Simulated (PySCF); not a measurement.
Level of theory: B3LYP-D3(BJ)/def2-TZVP run with PySCF. Isolated molecules, 0 K electronic values unless said otherwise. One relaxed conformer stands for a flexible species; it need not be the lowest. B3LYP has the VWN-RPA correlation part, as in Gaussian. Excitations are Tamm–Dancoff values on a coarser integration grid. The basis has no diffuse functions, so Rydberg states are missing or too high.

Reference species (SMILES): `N1CC=C1` (neutral, multiplicity 1).

```json
{
  "HOMO": "-6.00 eV",
  "S1 oscillator strength": "0.009",
  "S1 excitation (TDA)": "5.83 eV",
  "T1 excitation (TDA)": "3.95 eV"
}
```

After one change: the HOMO decreases by 0.18 eV; the S1 oscillator strength is nearly the same; the S1 excitation (TDA) falls by 0.99 eV; the T1 excitation (TDA) goes up by 0.37 eV.

### Question
What was changed between the two runs? The new species is one of these.
A. `N=C1CC1`
B. `CC=C=N`
C. `CCC#N`
D. `NC1C=C1`

### Answer
D, `NC1C=C1`
